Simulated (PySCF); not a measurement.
**CuO: frontier orbitals**

r²SCAN at R = 1.762 Å; PySCF, no relativity, basis sets Cu def2-TZVPP, O def2-TZVPP. State: ²Π (doublet), unpaired electrons π ↑. Only the outer orbitals are listed, counted within each symmetry.

```csv
spin,orbital,occ.,ε (eV),on Cu (%),main shells (%)
α,3π,1,-9.25,29,"71 O p, 28 Cu d"
α,8σ,1,-9.10,42,"55 O p, 39 Cu d"
α,3π,1,-8.05,63,"62 Cu d, 37 O p"
α,1δ,1,-7.12,100,100 Cu d
α,1δ,1,-7.12,100,100 Cu d
α,4π,1,-6.93,74,"73 Cu d, 26 O p"
α,9σ,1,-6.26,76,"53 Cu d, 24 O p, 22 Cu s"
α,4π,1,-5.93,42,"58 O p, 38 Cu d"
α,10σ,0,-3.61,90,"65 Cu s, 19 Cu p, 11 O p"
α,5π,0,0.46,99,95 Cu p
α,5π,0,0.64,97,92 Cu p
β,7σ,1,-21.48,6,93 O s
β,8σ,1,-8.57,50,"47 Cu d, 46 O p"
β,3π,1,-7.78,73,"73 Cu d, 27 O p"
β,3π,1,-7.41,90,"90 Cu d, 10 O p"
β,1δ,1,-7.00,99,99 Cu d
β,1δ,1,-7.00,100,100 Cu d
β,9σ,1,-6.05,75,"42 Cu d, 33 Cu s, 25 O p"
β,4π,1,-5.45,34,"66 O p, 28 Cu d"
β,4π,0,-3.99,23,"77 O p, 12 Cu p, 11 Cu d"
β,10σ,0,-3.52,84,"54 Cu s, 22 Cu p, 17 O p"
β,5π,0,0.47,96,90 Cu p
```

Task: Which are the highest filled and the lowest empty level, where do they sit, and how wide is the gap?

Result: Highest filled β 4π at -5.45 eV (in %: 66 O p, 28 Cu d); lowest empty β 4π at -3.99 eV (in %: 77 O p, 12 Cu p, 11 Cu d); the gap at r²SCAN is 1.46 eV. Both belong to one degenerate shell, split only by its one-sided filling, so this is no excitation gap.

The bond order (Mayer) is 1.28 and the ⟨S²⟩ is 0.771. The charge on Cu (Mulliken, basis-dependent) is 0.44. The charge on Cu (Löwdin, basis-dependent) is 0.24 and the dipole moment (positive dipole means Cu(−)O(+)) is -4.44 D.

The state is the lowest single determinant that the PBE0 search found; with open d or f shells the true ground state can be another one.
